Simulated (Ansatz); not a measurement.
The cluster Hg₃⁻. The state is a quartet with charge -1. Geometry r2SCAN/def2-TZVPD.

```xyz
3

Hg    0.9163    0.9812   -2.2890
Hg    0.0020   -0.0018    0.0000
Hg   -0.9183   -0.9795    2.2890
```

In the def2 sets Hg takes a core potential; there is no spin–orbit coupling. B3LYP takes the VWN-RPA correlation. At LDA (SPW92)/def2-TZVPD, r2SCAN/def2-TZVPD, r2SCANh/def2-TZVPD, B3LYP/def2-TZVPD and others the highest occupied level of the charge -1 quartet lies above zero (up to 0.83 eV). It is a level of α spin, whose loss leaves a triplet; that state wasn't run at this geometry and level. The electron is either unbound and held by the finite basis, or the level is raised by self-interaction error. At PBE0/def2-TZVPD a doublet of charge -1 lies 2.72 eV below the quartet, each at its own geometry. The structure comes from a short search, and lower isomers may exist.

Q: Estimate the α-spin orbital energies around the gap (eV) in Ansatz with LDA (SPW92)/def2-TZVPD, r2SCAN/def2-TZVPD, r2SCANh/def2-TZVPD, B3LYP/def2-TZVPD, PBE0/def2-TZVPD.

A: 
| orbital | LDA (SPW92)/def2-TZVPD | r2SCAN/def2-TZVPD | r2SCANh/def2-TZVPD | B3LYP/def2-TZVPD | PBE0/def2-TZVPD |
| --- | --- | --- | --- | --- | --- |
| HOMO−9 | -6.68 | -6.92 | -7.60 | -8.04 | -8.38 |
| HOMO−8 | -6.68 | -6.92 | -7.60 | -8.04 | -8.38 |
| HOMO−7 | -6.40 | -6.64 | -7.31 | -7.72 | -8.05 |
| HOMO−6 | -6.40 | -6.64 | -7.31 | -7.72 | -8.05 |
| HOMO−5 | -6.21 | -6.44 | -7.08 | -7.47 | -7.79 |
| HOMO−4 | -5.21 | -5.33 | -5.78 | -5.90 | -6.15 |
| HOMO−3 | -4.33 | -4.34 | -4.69 | -4.75 | -4.95 |
| HOMO−2 | -1.99 | -2.04 | -2.28 | -2.22 | -2.34 |
| HOMO−1 | 0.81 | 0.83 | 0.65 | 0.65 | 0.53 |
| HOMO | 0.81 | 0.83 | 0.65 | 0.65 | 0.53 |
| LUMO | 1.07 | 1.37 | 1.53 | 1.66 | 1.71 |
| LUMO+1 | 1.79 | 2.03 | 2.18 | 2.25 | 2.35 |
| LUMO+2 | 1.79 | 2.03 | 2.18 | 2.25 | 2.35 |
| LUMO+3 | 3.20 | 3.63 | 3.78 | 3.60 | 3.65 |
| LUMO+4 | 3.26 | 3.63 | 3.78 | 3.70 | 3.78 |
| LUMO+5 | 3.26 | 3.70 | 3.81 | 3.70 | 3.78 |
| β HOMO | -3.95 | -3.67 | -3.93 | -4.16 | -4.18 |
| β LUMO | -1.47 | -0.86 | -0.57 | -0.64 | -0.27 |
